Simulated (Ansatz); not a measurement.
Ag₄F₃⁺, relaxed as a singlet with RKS r2SCAN-D4/def2-SVP in Ansatz, starting from the GFN2-xTB geometry. Force threshold 0.02 eV/Å.

In the def2 sets Ag takes a core potential; there is no spin–orbit coupling. The relaxation made no stability test and no search for a lower SCF solution. No other spin state of charge 1 was run. Another isomer (singlet) lies 0.06 eV lower at PBE-D4/def2-TZVP; other spin states weren't run for this one.

Start:

```xyz
7

Ag   -1.0672    2.0719    1.0281
Ag   -1.6408   -1.7556   -0.9176
Ag    0.6748    0.5908   -1.3458
Ag    1.9966   -0.9410    1.2886
F    -1.6225    0.5345   -0.6072
F     0.6126   -1.6429   -0.4237
F     1.0465    1.1422    0.9775
```

```
step  energy (eV)  largest force component (eV/Å)  SCF passes
   1  -24137.9857                           0.906          18
   2  -24138.2416                           0.427          19
   3  -24138.2653                           0.092          20
   4  -24138.2752                           0.070          19
   5  -24138.2765                           0.005          21
```

Force components are those of the run's own axes.

End:

```xyz
7

Ag   -1.0354    1.8411    1.0490
Ag   -1.5454   -1.6360   -0.7121
Ag    0.6695    0.5729   -1.3264
Ag    1.7655   -0.9031    1.2765
F    -1.5822    0.5784   -0.6864
F     0.6595   -1.6190   -0.5037
F     1.0686    1.1656    0.9030
```

By distances, no bond broke or formed. The bond that changes most is Ag1–F5, from 2.31 to 2.21 Å (atoms count from 1).

No frequencies were taken in this run, so the end may be a saddle point.

Hardware: 4 threads of Arm Neoverse V1 on a shared host. Wall time 24 s.
